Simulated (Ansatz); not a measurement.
Cost and result for the atomization energy of AuF3H6NPSi2 (`F[P+](F)(F)[Au-][N]([SiH3])[SiH3]`) (14 atoms, 13 bonds).

```
atom    x (Å)    y (Å)    z (Å)
  F1   3.2209   2.4840   1.1214
  P2   2.4585   1.2645   1.6852
  F3   2.1483   1.7952   3.1019
  F4   3.6504   0.3365   2.0039
 Au5   0.8185   0.4331   0.5237
  N6  -0.6769  -0.3252  -0.5506
 Si7  -0.4613  -1.9019  -1.2031
 Si8  -2.1485   0.5638  -0.5937
  H9   0.8887  -2.0440  -1.8191
 H10  -1.4947  -2.1553  -2.2458
 H11  -0.5749  -2.9826  -0.1796
 H12  -1.8905   2.0127  -0.8313
 H13  -2.9261   0.4759   0.6774
 H14  -3.0123   0.0434  -1.6903
```

Total charge 0; spin multiplicity 1. Correlated methods include outer-core shells of Au, which these sets cover unevenly. Au takes the def2 core potential. All single points use the PBE0-D4/def2-TZVP geometry. It is one conformer, not always the lowest. Program: Ansatz. All runs use 4 threads of an AMD EPYC 7R13 on a shared host and a share of an NVIDIA H100 80 GB. Times are those of one run each, without the atoms' runs, and a repeat can differ threefold. Electronic energies, without spin–orbit coupling; frozen cores. CCSD(T)/CBS adds CCSD(T) − MP2 in def2-TZVPP to the MP2 limit, and its time is that of the two runs behind it. T1 = 0.015. With those shells the extrapolation isn't a true limit.

CCSD(T)/CBS is a level of theory with its own doubt, some kJ/mol a heavy atom from the limit and from the frozen cores, so smaller differences don't rank the functionals.

```json
{"level": "LDA (SPW92)/def2-TZVPP", "functions": "390", "wall time": "1.9 s", "atomization (kJ/mol)": "5316.1", "difference from CCSD(T)/CBS": "696.2", "per bond": "53.6"}
{"level": "BHLYP-D4/def2-TZVPP", "functions": "390", "wall time": "2.1 s", "atomization (kJ/mol)": "4391.6", "difference from CCSD(T)/CBS": "-228.3", "per bond": "-17.6"}
{"level": "revPBE-D4/def2-TZVPP", "functions": "390", "wall time": "2.1 s", "atomization (kJ/mol)": "4487.4", "difference from CCSD(T)/CBS": "-132.5", "per bond": "-10.2"}
{"level": "BLYP-D4/def2-TZVPP", "functions": "390", "wall time": "2.2 s", "atomization (kJ/mol)": "4560.0", "difference from CCSD(T)/CBS": "-59.9", "per bond": "-4.6"}
{"level": "CAM-B3LYP-D4/def2-TZVPP", "functions": "390", "wall time": "2.2 s", "atomization (kJ/mol)": "4594.6", "difference from CCSD(T)/CBS": "-25.3", "per bond": "-1.9"}
{"level": "PBE-D4/def2-TZVPP (with forces)", "functions": "390", "wall time": "2.4 s", "atomization (kJ/mol)": "4622.3", "difference from CCSD(T)/CBS": "2.4", "per bond": "0.2"}
{"level": "r2SCANh-D4/def2-TZVPP", "functions": "390", "wall time": "2.5 s", "atomization (kJ/mol)": "4544.5", "difference from CCSD(T)/CBS": "-75.4", "per bond": "-5.8"}
{"level": "r2SCAN-D4/def2-TZVPP (with forces)", "functions": "390", "wall time": "2.6 s", "atomization (kJ/mol)": "4592.4", "difference from CCSD(T)/CBS": "-27.5", "per bond": "-2.1"}
{"level": "CCSD(T)/def2-SVP", "functions": "172", "wall time": "2.7 s", "atomization (kJ/mol)": "4087.9", "difference from CCSD(T)/CBS": "-532.0", "per bond": "-40.9"}
{"level": "ωB97M-V/def2-TZVPP (with forces)", "functions": "390", "wall time": "3.9 s", "atomization (kJ/mol)": "4591.8", "difference from CCSD(T)/CBS": "-28.1", "per bond": "-2.2"}
{"level": "MP2/def2-QZVPP", "functions": "706", "wall time": "4.1 s", "atomization (kJ/mol)": "4690.8", "difference from CCSD(T)/CBS": "70.9", "per bond": "5.5"}
{"level": "CCSD(T)/def2-TZVPP", "functions": "390", "wall time": "25 s", "atomization (kJ/mol)": "4444.5", "difference from CCSD(T)/CBS": "-175.4", "per bond": "-13.5"}
{"level": "CCSD(T)/CBS(def2)", "functions": "–", "wall time": "29 s", "atomization (kJ/mol)": "4619.9", "difference from CCSD(T)/CBS": "0.0", "per bond": "0.0"}
```

From r2SCAN to r2SCAN0 (25 % exact exchange), in def2-TZVPP and without D4, the atomization energy moves by −117.9 kJ/mol: exact exchange takes away binding that semilocal exchange gives to molecules. In def2-TZVPP, CCSD(T) changes the Hartree–Fock value by +1312.3 kJ/mol (the triples alone add +92.3 kJ/mol) and MP2 by +1449.6 kJ/mol; breaking electron pairs costs correlation energy, which Hartree–Fock lacks. Leaving LDA and LC-ωPBE aside and taking each functional with its dispersion term where it has one, the values spread over 230.7 kJ/mol, from BHLYP-D4 to PBE-D4. LDA lies +737.7 kJ/mol from PBE without D4, its usual overbinding.
